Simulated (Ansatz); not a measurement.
Geometry optimisation, RKS PBE/6-31G in Ansatz.

The input (input.yaml):

```yaml
crystal:
  periodic: [false, false, false]
  atoms:
    - { symbol: Si, position_ang: [0.0, 0.0, 0.0] }
    - { symbol: O, position_ang: [0.0, 0.0, 1.68] }
    - { symbol: Si, position_ang: [-1.3147, -0.4067, 2.6436] }
    - { symbol: H, position_ang: [-2.239, -1.2403, 1.8804] }
    - { symbol: H, position_ang: [-0.8506, -1.1432, 3.8157] }
    - { symbol: H, position_ang: [-1.9987, 0.8095, 3.0733] }
    - { symbol: H, position_ang: [1.3768, 0.0, -0.4862] }
    - { symbol: Cl, position_ang: [-1.0032, 1.7381, -0.7093] }
    - { symbol: Cl, position_ang: [-1.0032, -1.7381, -0.7093] }
basis:
  gaussian: { orbitals: "6-31G" }
hamiltonian:
  xc: pbe
relax:
  f_tol: 0.02
  max_steps: 40
```

Run as:

```bash
$ ansatz run input.yaml --threads 1 --pin off --max-ram 2048MiB --backend cpu --events-out ev --progress --plain --runs-dir out
```

Question: Where does it end, and by what steps?

Answer: The run converged. Limits of this set-up: no polarisation functions. After 5 steps the energy has fallen by 0.428 eV; Cl9 moved furthest, 0.61 Å.

| step | energy less start (eV) | largest force component (eV/Å) | accepted |
| --- | --- | --- | --- |
| 0 | 0.0000 | 1.642 | yes |
| 1 | -0.3201 | 0.799 | yes |
| 2 | -0.3938 | 0.339 | yes |
| 3 | -0.4217 | 0.199 | yes |
| 4 | -0.4230 | 0.525 | yes |
| 5 | -0.4284 | 0.013 | yes |

```xyz
9
Properties=species:S:1:pos:R:3
Si 0.033 -0.024 -0.127
O -0.289 -0.210 1.509
Si -1.429 -0.423 2.813
H -2.591 -1.268 2.341
H -0.672 -1.114 3.919
H -1.909 0.939 3.256
H 1.506 0.106 -0.357
Cl -0.967 1.756 -0.912
Cl -0.715 -1.744 -1.252
```

Whether the end is a true minimum wasn't checked by a vibrational analysis.

Time of the run: 28 s on 1 thread of Arm Neoverse V1 (shared host), peak memory 0.14 GiB.
